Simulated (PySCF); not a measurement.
Vertical excitations of a molecule C₃H₁₀OSi₂ from TDA-PBE/def2-SVPD (PySCF), as energy in eV (oscillator strength): 4.64 (0.003), 5.38 (0.005), 5.60 (0.001), 5.71 (0.014), 6.06 (0.017), 6.15 (0.065). Lowest triplet (TDA): 4.53 eV. Geometry: PBE-D3(BJ)/def2-SVP. Other conformers were not sampled.

### Question
Pick the molecule that these values belong to.
(A) C[C@@H]1O[C@H]([SiH3])[SiH2]1
(B) C=C([SiH3])C[SiH2]O
(C) C[C@@H]1O[SiH2][C@@H]1[SiH3]
(D) C=C[Si@H](O)[SiH2]C

### Answer
A, C[C@@H]1O[C@H]([SiH3])[SiH2]1
